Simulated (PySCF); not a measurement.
Write a Z-matrix for InChI=1S/C2H10NSi2/c1-5(2)3-4/h5H,1-2,4H3/q-1 as optimised with GFN2-xTB. (Charge -1.)

Z-matrix in Å and degrees, rows numbered from 1:
```
C 
Si  1  1.9140
C   2  1.9228  1  104.96
N   2  1.6665  1  109.21  3  -125.44
Si  4  1.6706  2  137.93  1  -177.73
H   1  1.0887  2  112.25  3   -54.36
H   1  1.0862  2  111.26  3    66.41
H   1  1.0860  2  110.35  3  -174.40
H   2  1.5079  1  103.33  3   106.00
H   3  1.0875  2  109.58  1   178.28
H   3  1.0893  2  113.67  1    57.76
H   3  1.0875  2  110.88  1   -63.62
H   5  1.4994  4  119.09  2   -53.04
H   5  1.4889  4  108.60  2  -172.12
H   5  1.4979  4  116.85  2    69.87
```

Si2 (SiH silicon) is distorted tetrahedral (angles from 101.5° to 119.8°). Si5 (SiH3 silicon) is distorted tetrahedral (angles from 101.8° to 119.1°). N4 (nitrogen bonded to 2 Si) is bent (angle 137.9°).

The geometry is computed with GFN2-xTB (gas phase).

Point group: C1 (no symmetry element, even within 0.4 Å). No frequency check. Torsions: C1–Si2–N4–Si5 -178°.

One conformer stands for the species.
